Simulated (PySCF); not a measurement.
GeH3, SMILES [GeH3+], charge +1.

Geometry optimised at PBE-D3(BJ)/def2-TZVPD.

All values below come from PySCF with PBE-D3(BJ)/def2-TZVPD.

Frequencies are harmonic and unscaled.

Modes within 1.5 cm⁻¹ of each other (mostly degenerate sets) share a row, with their intensities summed.

```tsv
mode	ν (cm⁻¹)	IR (km/mol)	moving atoms (share of kinetic energy)
1	773	13.5	H 96 %
2–3	821	57.2	H 98 %
4	2115	0.0	H 100 %
5–6	2188	0.2	H 98 %
```
